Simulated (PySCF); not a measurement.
# Trend along the fourth-period p block: MLi molecules

CCSD(T) with triple-zeta basis sets in PySCF, for the lowest determinant that a PBE0 search found; no spin–orbit coupling. De refers to high-spin ground-configuration atoms.

```tsv
M	basis	reference, frozen orbitals	state (unpaired electrons)	Re (Å)	ωe (cm⁻¹)	De (eV)
As	pcseg-2	UHF, 9	triplet (π ↑↑)	2.413	444	1.58
Se	x2c-TZVPPall	UHF, 9	doublet (π ↑)	2.283	512	2.77
Br	x2c-TZVPPall	RHF, 9	singlet (closed shell)	2.182	562	4.20
```

The shortest bond is that of LiBr (2.182 Å), the longest that of LiAs (2.413 Å). LiBr is bound most strongly (4.20 eV) and LiAs least (1.58 eV).

The rows differ in basis set, which adds steps of its own.

The state changes along the series, so neighbouring rows are not always alike in their bonding.

Correlated steps freeze 9 core orbitals. Where the molecule has an RHF reference, its open-shell atoms are computed with UHF. States were picked by a PBE0 search and need not be the measured ground states.
